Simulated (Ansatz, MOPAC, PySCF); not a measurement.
Noncovalent pair: NH3 (SMILES N) (first 4 atoms) with C2H6O (SMILES COC); geometry from B3LYP-D3(BJ)/def2-TZVP, rigid monomers moved along the line of their centres of mass till H4···O6 is 1.97 Å.
(charge 0, multiplicity 1):
```xyz
13

N      0.4980    -0.0204     0.1666
H     -0.0370     0.5695    -0.4604
H      0.6913    -0.8832    -0.3290
H     -0.0986    -0.2479     0.9576
C     -0.3103     1.1609     3.0957
O     -0.4353    -0.2350     2.9023
C      0.7309    -0.9341     3.2929
H      0.5100     1.5703     2.4949
H     -0.1321     1.3981     4.1519
H     -1.2485     1.6170     2.7829
H      1.5973    -0.6180     2.7004
H      0.5459    -1.9939     3.1234
H      0.9486    -0.7748     4.3563
```

```tsv
level	interaction energy (meV)	cost
PM6	-109.5	-
HF/6-31G*	18.7	-
PBE/def2-TZVPPD	-62.6	×1
r2SCAN-D3(BJ)/def2-TZVPPD	-131.5	×1
r2SCAN-D4/def2-TZVPPD	-128.7	×1
B3LYP/6-31G* (no counterpoise)	-138.4	-
B3LYP/def2-TZVPPD	-24.3	×1
B3LYP-D3(BJ)/def2-TZVPPD	-116.7	×1
PBE0-D4/def2-TZVPPD	-120.6	×1
wB97X-V/def2-TZVPPD	-114.8	×3
wB97M-V/def2-TZVPPD	-119.9	×3
MP2/6-31G* (no counterpoise)	-180.0	-
SCS-MP2/aug-cc-pVDZ	-54.9	-
CCSD(T)/aug-cc-pVDZ	-87.1	×10
```

The rows run from -180.0 (MP2/6-31G* (no counterpoise)) to 18.7 meV (HF/6-31G*). The dispersion term adds -92.4 in B3LYP-D3(BJ). The 4 functionals in def2-TZVPPD without D3 or D4 span 95.6, from wB97M-V to B3LYP.

Counterpoise-corrected where a basis set is named; no monomer relaxation. Rows marked so take none.

Cores are frozen in the correlated methods. Rows in 6-31G* carry no dispersion term and start afresh at each structure (6-31G* with six Cartesian d functions). MP2/6-31G* freezes PySCF's default core. The state that PM6 reach isn't checked.

Run with Ansatz (a quantum-chemistry and plane-wave program); MOPAC for PM6 (differences of heats of formation); PySCF for 6-31G* rows, the dispersion terms. 

Costs are rough ratios of core time to PBE/def2-TZVPPD (about 14 s over the structures, on one shared machine); a dash marks a level with no comparable run of its own.
